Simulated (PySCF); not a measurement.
SeCl, SMILES Cl[Se], multiplicity 2. The structure is a stationary point at B3LYP-D3(BJ)/def2-TZVP. The multiplicity is an assumed one; other spin states were not compared.

Computed equilibrium geometry at B3LYP-D3(BJ)/def2-TZVP (PySCF confirms it by a frequency run) as a Z-matrix, and its point group:
point group C∞v.
```
Se
Cl 1 2.1470
```
Charge 0, spin multiplicity 2.
